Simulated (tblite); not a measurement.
Record of a relaxation.

Species: C₆H₁₃OP.
SMILES with atom numbers: `[CH2:1]=[CH:2][P@:3]([CH3:4])(=[O:5])[CH2:6][CH2:7][CH3:8]` (hydrogens: H9, H10 on C1; H11 on C2; H12, H13, H14 on C4; H15, H16 on C6; H17, H18 on C7; H19, H20, H21 on C8)

Computed with GFN2-xTB (tblite), gas phase: L-BFGS steps from a force-field or distance-geometry start until the largest atomic force falls under 0.01 eV/Å. 4 of its 98 geometries are shown.

Step 0: E = -709.1698 eV, largest atomic force 3.183 eV/Å
```
atom  x, y, z in Å  |  force x, y, z in eV/Å
C1     -2.630    1.981   -0.117   -0.397  -0.317  -0.929
C2     -2.160    0.862   -0.659   -0.375   0.479  -0.077
P3     -0.912   -0.022    0.267   -0.075   1.336   2.888
C4     -1.404   -1.757    0.319    0.041  -1.553  -0.424
O5     -0.805    0.532    1.657   -0.191  -0.520  -1.285
C6      0.666    0.217   -0.573    0.882  -0.021  -0.143
C7      1.727   -0.252    0.408   -0.873  -0.092   1.587
C8      3.134   -0.132   -0.100    0.706  -0.612   0.136
H9     -2.290    2.346    0.833    0.061  -0.056   0.068
H10    -3.397    2.528   -0.660    0.167   0.123   0.352
H11    -2.514    0.495   -1.613    0.043   0.009   0.030
H12    -0.846   -2.335   -0.462   -0.683   0.331   0.517
H13    -2.503   -1.835    0.166    0.751  -0.007   0.001
H14    -1.158   -2.206    1.306   -0.128   0.506  -0.589
H15     0.820    1.297   -0.721   -0.268  -0.311  -0.366
H16     0.774   -0.380   -1.476   -0.173   0.317  -0.316
H17     1.479   -1.298    0.701    0.214   0.463  -0.193
H18     1.629    0.356    1.348   -0.070  -0.556  -0.673
H19     3.119   -0.174   -1.200    0.388   0.056   0.436
H20     3.576    0.813    0.266    0.010  -0.629  -0.475
H21     3.688   -1.018    0.310   -0.031   1.054  -0.545
```

Step 32: E = -709.6305 eV, largest atomic force 0.197 eV/Å
```
atom  x, y, z in Å  |  force x, y, z in eV/Å
C1     -2.747    2.014   -0.226    0.005  -0.029   0.024
C2     -2.115    0.927   -0.638   -0.008   0.044  -0.012
P3     -0.944    0.075    0.466   -0.165  -0.098  -0.045
C4     -1.393   -1.709    0.305   -0.007  -0.035   0.029
O5     -0.935    0.584    1.842    0.005  -0.020   0.017
C6      0.679    0.200   -0.394   -0.030   0.048  -0.020
C7      1.775   -0.415    0.461    0.026  -0.006   0.015
C8      3.148   -0.158   -0.148    0.056   0.027  -0.016
H9     -2.578    2.404    0.768    0.035  -0.104  -0.070
H10    -3.457    2.551   -0.840    0.061  -0.049   0.018
H11    -2.267    0.512   -1.626    0.019   0.026   0.051
H12    -0.969   -2.133   -0.604   -0.112   0.021   0.079
H13    -2.479   -1.816    0.291    0.086   0.040   0.008
H14    -1.008   -2.242    1.175    0.006   0.086  -0.058
H15     0.868    1.261   -0.553    0.054   0.136   0.017
H16     0.628   -0.285   -1.367   -0.028  -0.013  -0.091
H17     1.602   -1.490    0.544    0.019  -0.022   0.031
H18     1.719    0.013    1.463    0.005   0.000   0.034
H19     3.159   -0.509   -1.180    0.088   0.019   0.031
H20     3.374    0.909   -0.142   -0.021  -0.109  -0.022
H21     3.931   -0.678    0.403   -0.094   0.037  -0.020
```

Step 65: E = -709.6634 eV, largest atomic force 0.086 eV/Å
```
atom  x, y, z in Å  |  force x, y, z in eV/Å
C1     -2.777    1.969   -0.240    0.015  -0.009  -0.004
C2     -2.100    0.929   -0.693   -0.019  -0.005  -0.010
P3     -0.950    0.077    0.431    0.004   0.084  -0.016
C4     -1.408   -1.698    0.331    0.046   0.065  -0.004
O5     -0.957    0.601    1.802   -0.003  -0.011   0.012
C6      0.689    0.238   -0.404   -0.004   0.012  -0.005
C7      1.771   -0.427    0.437   -0.016   0.005   0.002
C8      3.163   -0.182   -0.133    0.017   0.002   0.012
H9     -2.649    2.276    0.787    0.002   0.012  -0.018
H10    -3.463    2.541   -0.848    0.014  -0.043   0.035
H11    -2.195    0.571   -1.708    0.035  -0.004   0.010
H12    -1.249   -2.106   -0.661   -0.003  -0.033  -0.029
H13    -2.455   -1.794    0.610   -0.018  -0.002   0.024
H14    -0.799   -2.225    1.063   -0.015  -0.049  -0.007
H15     0.880    1.313   -0.473    0.003   0.006  -0.010
H16     0.658   -0.170   -1.415   -0.018  -0.027   0.008
H17     1.588   -1.503    0.489   -0.014   0.018   0.016
H18     1.706   -0.024    1.451    0.014  -0.037  -0.017
H19     3.246   -0.604   -1.135   -0.010   0.042   0.016
H20     3.373    0.884   -0.185   -0.006  -0.035  -0.019
H21     3.920   -0.649    0.494   -0.024   0.008   0.002
```

Step 97: E = -709.6677 eV, largest atomic force 0.009 eV/Å
```
atom  x, y, z in Å  |  force x, y, z in eV/Å
C1     -2.799    1.951   -0.241   -0.001  -0.005   0.001
C2     -2.089    0.933   -0.694    0.005   0.007  -0.003
P3     -0.935    0.096    0.432    0.002   0.001  -0.003
C4     -1.411   -1.675    0.327    0.000  -0.009   0.002
O5     -0.935    0.621    1.803   -0.002  -0.004  -0.003
C6      0.698    0.234   -0.414   -0.003  -0.002  -0.001
C7      1.773   -0.429    0.437   -0.007   0.003   0.004
C8      3.170   -0.185   -0.119    0.002   0.005   0.002
H9     -2.686    2.258    0.787    0.002   0.002   0.002
H10    -3.500    2.501   -0.848   -0.001  -0.003   0.001
H11    -2.159    0.578   -1.712    0.000   0.003  -0.001
H12    -1.355   -2.055   -0.688   -0.002   0.002   0.001
H13    -2.429   -1.764    0.702    0.002   0.005  -0.001
H14    -0.753   -2.246    0.979   -0.002   0.005   0.002
H15     0.902    1.305   -0.510    0.001  -0.007   0.001
H16     0.653   -0.200   -1.413    0.002  -0.003   0.003
H17     1.585   -1.504    0.491    0.001   0.001  -0.002
H18     1.703   -0.028    1.451   -0.006  -0.003   0.003
H19     3.256   -0.584   -1.128    0.002   0.002   0.004
H20     3.386    0.880   -0.151    0.006  -0.002  -0.004
H21     3.917   -0.669    0.507    0.000   0.003  -0.008
```

Task: Summarise the path.

Result: The energy falls by 11.48 kcal/mol from step 0 to step 97; nine tenths of that is first reached at step 28. It falls at every step. The largest force goes from 3.183 to 0.009 eV/Å. Among the bonds P3–C6 changes most, from 1.804 to 1.844 Å; the atoms move by 0.346 Å rms after alignment.

What follows is the cost of the whole relaxation. On one thread, AMD EPYC 9B45 (x86_64), no GPU (shared host), this took 0.47 s wall.
